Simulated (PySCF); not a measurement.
## Electron correlation in Ge⁻ (germanium, charge -1)

[Ar] 3d10 4s2 4p3, high-spin 4S determinant. Computed with PySCF 2.14 in aug-cc-pVTZ-PP with ECP10MDF, with a scalar-relativistic core potential. Frozen: 3s2 3p6 3d10; 5 electrons correlated.

```
  level  correlation energy (mhartree)
   CCSD                         -81.40
    (T)                          -3.68
CCSD(T)                         -85.08
```

Diagnostics: T1 = 0.0071, D1 = 0.0169, largest double amplitude 0.041.

Cost of the coupled-cluster step: roughly 1.5 core-seconds, for 5 correlated electrons.

Iterations:

```
CC2 = 0
CCSD nocc = (np.int64(4), np.int64(1)), nmo = (46, 46)
frozen orbitals [[0, 1, 2, 3, 4, 5, 6, 7, 8], [0, 1, 2, 3, 4, 5, 6, 7, 8]]
max_cycle = 100
direct = 0
conv_tol = 1e-08
conv_tol_normt = 1e-06
diis_space = 8
diis_start_cycle = 0
Init t2, MP2 energy = -0.0678560055892202
Init E_corr(UCCSD) = -0.0678560056556437
cycle = 1  E_corr(UCCSD) = -0.0784062937764086  dE = -0.0105502881  norm(t1,t2) = 0.0444167
cycle = 2  E_corr(UCCSD) = -0.0805301997566619  dE = -0.00212390598  norm(t1,t2) = 0.013202
cycle = 3  E_corr(UCCSD) = -0.0814120513090691  dE = -0.000881851552  norm(t1,t2) = 0.0051336
cycle = 4  E_corr(UCCSD) = -0.0813948677489144  dE = 1.71835602e-05  norm(t1,t2) = 0.00129099
cycle = 5  E_corr(UCCSD) = -0.0813954974689174  dE = -6.29720003e-07  norm(t1,t2) = 0.000330126
cycle = 6  E_corr(UCCSD) = -0.0813952690434515  dE = 2.28425466e-07  norm(t1,t2) = 8.0284e-05
cycle = 7  E_corr(UCCSD) = -0.0813954432160364  dE = -1.74172585e-07  norm(t1,t2) = 2.10107e-05
cycle = 8  E_corr(UCCSD) = -0.0813955034757425  dE = -6.02597061e-08  norm(t1,t2) = 5.77496e-06
cycle = 9  E_corr(UCCSD) = -0.0813954674821642  dE = 3.59935783e-08  norm(t1,t2) = 1.36574e-06
cycle = 10  E_corr(UCCSD) = -0.0813954740972679  dE = -6.61510371e-09  norm(t1,t2) = 4.90731e-07
UCCSD converged
E(UCCSD) = -293.4650094314143  E_corr = -0.08139547409726793
UCCSD(T) correction = -0.00368042065456452
```
